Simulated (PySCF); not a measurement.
# Correlation energy of Re⁶⁴⁺ (rhenium, charge +64)

[Ne] 3s1, 2S determinant. Calculation: PySCF 2.14, in an even-tempered Gaussian basis (17 s from 18 bohr⁻², ratio 2.5; 12 p from 24 bohr⁻², ratio 2.5; 4 d from 87 bohr⁻², ratio 2.7; 4 f from 130 bohr⁻², ratio 2.7); the spin-free X2C one-electron Hamiltonian (Gaussian nucleus). Frozen: 1s2; 9 electrons correlated; the 20 highest virtual orbitals of each spin left out.

```json
{"level": "CCSD", "correlation energy (mhartree)": "-358.38"}
{"level": "(T)", "correlation energy (mhartree)": "-0.05"}
{"level": "CCSD(T)", "correlation energy (mhartree)": "-358.43"}
```

Diagnostics: T1 = 3.6e-05, D1 = 0.0001, largest double amplitude 0.002.

Cost of the coupled-cluster step: of the order of 29 core-seconds, for 9 correlated electrons.

At this charge the one-electron X2C treatment keeps the bare 1/r₁₂, with no two-electron picture change or Breit term. The effect here is smaller than on the frozen 1s shell; and a scalar Hamiltonian misses the large spin-orbit splitting of the p shells, which matters for ns² → np² pairs.
